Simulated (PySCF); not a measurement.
Be: excitation energy

Be [He] 2s2 (1S) → Be [He] 2s1 3s1 (3S), as a difference of total energies. Calculation: PySCF 2.14, in dyall-av3z; no relativity, point nucleus. Correlated levels: valence: 1s2 frozen; virtual orbitals above 40 to 60 times the deepest correlated orbital energy dropped. The calculations carry no spin-orbit coupling.

| method | excitation energy (eV) |
| --- | --- |
| UHF | 5.323 |
| LDA | 6.061 |
| PBE | 6.008 |
| PBE0 | 6.012 |
| r2SCAN | 5.948 |
| CAM-B3LYP | 6.276 |
| LC-wPBE | 6.132 |
| MN15 | 6.204 |
| B2PLYP | 6.215 |
| MP2 (valence) | 6.063 |
| SCS-MP2 (valence) | 6.258 |

Question: How much does correlation contribute at MP2 (valence)?

Answer: 6.063 − (5.323) = 0.740 eV, measured against UHF.

Errors of the correlated levels include the incompleteness of this basis and the frozen core.

For comparison: 6.457 eV (measured; NIST levels).
